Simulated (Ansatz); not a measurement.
Isolated molecules relaxed with PBE0-D4/def2-TZVP in Ansatz; ΔE leaves out vibrations. CCSD(T)/CBS is the MP2 limit (def2-TZVPP, def2-QZVPP) plus CCSD(T) − MP2 in def2-TZVPP, frozen cores. This one scheme is used for every species. Functionals use def2-TZVPP. HSE06 is defined as in plane-wave codes. For Ga outer-core shells are correlated without core-valence functions, which leaves a few kJ/mol of doubt a bond. Scalar relativity is left out up to krypton. One conformer a species, not always the lowest.

`[CH3][GaH][SiH3]` + `N=C=O` → `[CH3][GaH][N]=C=O` + SiH₄  (cleavage of the Ga–Si bond)

| level | ΔE (kJ/mol) |
| --- | --- |
| BLYP-D4 | -77.6 |
| r2SCAN0-D4 | -82.8 |
| HSE06-D4 | -72.0 |
| r2SCAN0 | -82.9 |
| LC-ωPBE | -82.5 |
| HF/def2-QZVPP | -113.8 |
| SCS-MP2/def2-QZVPP | -99.0 |
| HF/CBS(def2) | -113.9 |

(1) What does CCSD(T)/CBS give? (Estimate.)

Largest T1 diagnostic among the species: 0.018.

## Answers

(1) The calculation gave: -86.2 kJ/mol. The listed levels differ from it by 8.6, 3.4, 14.2, 3.3, 3.7, -27.6, -12.8, -27.7 kJ/mol.

From r2SCAN to r2SCAN0 (25 % exact exchange), in def2-TZVPP and without D4, ΔE moves by −4.4 kJ/mol. At CCSD(T), def2-SVP lies −14.0 kJ/mol from the extrapolated value and def2-TZVPP −2.6 kJ/mol.
